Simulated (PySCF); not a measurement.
H₅PSi, SMILES [SiH3]P. The structure is a stationary point at B3LYP-D3(BJ)/def2-TZVP.

Computed with B3LYP-D3(BJ)/def2-TZVP in PySCF.

Harmonic wavenumbers (cm⁻¹): 172, 441, 466, 484, 732, 786, 912, 950, 960, 1101, 2219, 2229, 2232, 2381, 2388. Rotational constants (GHz): 51.70, 5.501, 5.476; symmetry number 1.

Q: Work out the zero-point energy and the ideal-gas rigid-rotor harmonic-oscillator thermochemistry at 298.15 K and 1 atm.

A: ZPE = ½ Σ hcν = ½ × 18454 cm⁻¹ = 110.38 kJ/mol. H − E(el) = 124.79 kJ/mol. Entropy in J/(mol K): translation 160.63, rotation 95.60, vibration 23.41, total 279.64. G − E(el) = 41.41 kJ/mol. Cp = 70.72 J/(mol K).
